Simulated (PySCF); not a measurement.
A series of related molecules.

All values: PBE0/pcSseg-1 (PySCF) at GFN2-xTB geometries, gas phase, one conformer each.

Task: Rank by dipole moment, lowest first.
A. `[CH3:1][C:2]#[C:3][Si@H:4]([PH2:5])[SiH:6]([CH3:7])[CH3:8]` with C3–Si4–P5–H 40° and -52°, C3–Si4–Si6–C7 -59°
B. `[CH3:1][SiH:2]([CH3:3])[Si@H:4]([PH2:5])[CH:6]=[O:7]` with C1–Si2–Si4–P5 93°, Si2–Si4–P5–H -73° and 20°, Si2–Si4–C6–O7 86°
C. `[CH3:1][SiH:2]([CH3:3])[Si@H:4]([CH3:5])[PH2:6]` with C1–Si2–Si4–C5 -33°, Si2–Si4–P6–H 48° and -45°
D. `[CH3:1][C:2](=[O:3])[O:4][Si@@H:5]([PH2:6])[SiH:7]([CH3:8])[CH3:9]` with C1–C2–O4–Si5 -177°, C2–O4–Si5–P6 180°, O4–Si5–P6–H 91° and -176°, O4–Si5–Si7–C8 -21°
E. `[CH3:1][SiH:2]([CH3:3])[SiH2:4][PH2:5]` with C1–Si2–Si4–P5 98°, Si2–Si4–P5–H 46° and -46°

Result: D (1.06 D), C (1.75 D), E (1.97 D), A (2.76 D), B (3.08 D).

All values together:

```json
{"SMILES": "C[SiH](C)[SiH2]P", "change": "parent", "formula": "C2H11PSi2", "μ (D)": "1.97", "HOMO (eV)": "-7.09", "LUMO (eV)": "-0.16", "lowest IAO charge (e)": "-0.705 (C)", "highest IAO charge (e)": "+0.637 (Si)", "lowest Hirshfeld charge (e)": "-0.213 (C)", "highest Hirshfeld charge (e)": "+0.290 (Si)"}
{"SMILES": "CC(=O)O[Si@@H](P)[SiH](C)C", "change": "H on Si replaced by OCOCH3", "formula": "C4H13O2PSi2", "μ (D)": "1.06", "HOMO (eV)": "-7.23", "LUMO (eV)": "-0.44", "lowest IAO charge (e)": "-0.702 (C)", "highest IAO charge (e)": "+0.634 (Si)", "lowest Hirshfeld charge (e)": "-0.236 (O)", "highest Hirshfeld charge (e)": "+0.281 (Si)"}
{"SMILES": "C[SiH](C)[Si@H](C)P", "change": "H on Si replaced by CH3", "formula": "C3H13PSi2", "μ (D)": "1.75", "HOMO (eV)": "-6.99", "LUMO (eV)": "0.03", "lowest IAO charge (e)": "-0.705 (C)", "highest IAO charge (e)": "+0.628 (Si)", "lowest Hirshfeld charge (e)": "-0.214 (C)", "highest Hirshfeld charge (e)": "+0.284 (Si)"}
{"SMILES": "C[SiH](C)[Si@H](P)C=O", "change": "H on Si replaced by CHO", "formula": "C3H11OPSi2", "μ (D)": "3.08", "HOMO (eV)": "-6.95", "LUMO (eV)": "-1.66", "lowest IAO charge (e)": "-0.705 (C)", "highest IAO charge (e)": "+0.650 (Si)", "lowest Hirshfeld charge (e)": "-0.213 (C)", "highest Hirshfeld charge (e)": "+0.296 (Si)"}
{"SMILES": "COC[Si@@H](P)[SiH](C)C", "change": "H on Si replaced by CH2OCH3", "formula": "C4H15OPSi2", "μ (D)": "2.08", "HOMO (eV)": "-6.97", "LUMO (eV)": "0.06", "lowest IAO charge (e)": "-0.704 (C)", "highest IAO charge (e)": "+0.640 (Si)", "lowest Hirshfeld charge (e)": "-0.214 (C)", "highest Hirshfeld charge (e)": "+0.285 (Si)"}
{"SMILES": "CC#C[Si@H](P)[SiH](C)C", "change": "H on Si replaced by propynyl", "formula": "C5H13PSi2", "μ (D)": "2.76", "HOMO (eV)": "-6.97", "LUMO (eV)": "-0.20", "lowest IAO charge (e)": "-0.705 (C)", "highest IAO charge (e)": "+0.650 (Si)", "lowest Hirshfeld charge (e)": "-0.213 (C)", "highest Hirshfeld charge (e)": "+0.292 (Si)"}
```

Conformers: `[CH3:1][SiH:2]([CH3:3])[SiH2:4][PH2:5]` with C1–Si2–Si4–P5 98°, Si2–Si4–P5–H 46° and -46°; `[CH3:1][C:2](=[O:3])[O:4][Si@@H:5]([PH2:6])[SiH:7]([CH3:8])[CH3:9]` with C1–C2–O4–Si5 -177°, C2–O4–Si5–P6 180°, O4–Si5–P6–H 91° and -176°, O4–Si5–Si7–C8 -21°; `[CH3:1][SiH:2]([CH3:3])[Si@H:4]([CH3:5])[PH2:6]` with C1–Si2–Si4–C5 -33°, Si2–Si4–P6–H 48° and -45°; `[CH3:1][SiH:2]([CH3:3])[Si@H:4]([PH2:5])[CH:6]=[O:7]` with C1–Si2–Si4–P5 93°, Si2–Si4–P5–H -73° and 20°, Si2–Si4–C6–O7 86°; `[CH3:1][O:2][CH2:3][Si@@H:4]([PH2:5])[SiH:6]([CH3:7])[CH3:8]` with C1–O2–C3–Si4 176°, O2–C3–Si4–P5 -75°, C3–Si4–P5–H 68° and 161°, C3–Si4–Si6–C7 51°; `[CH3:1][C:2]#[C:3][Si@H:4]([PH2:5])[SiH:6]([CH3:7])[CH3:8]` with C3–Si4–P5–H 40° and -52°, C3–Si4–Si6–C7 -59°.

Task: Give the shifts from the parent, `C[SiH](C)[SiH2]P`.

Result: 
| SMILES | change in μ (D) | change in HOMO (eV) | change in LUMO (eV) |
| --- | --- | --- | --- |
| CC(=O)O[Si@@H](P)[SiH](C)C | -0.91 | -0.14 | -0.28 |
| C[SiH](C)[Si@H](C)P | -0.22 | +0.10 | +0.19 |
| C[SiH](C)[Si@H](P)C=O | +1.11 | +0.14 | -1.50 |
| COC[Si@@H](P)[SiH](C)C | +0.11 | +0.12 | +0.22 |
| CC#C[Si@H](P)[SiH](C)C | +0.79 | +0.12 | -0.04 |
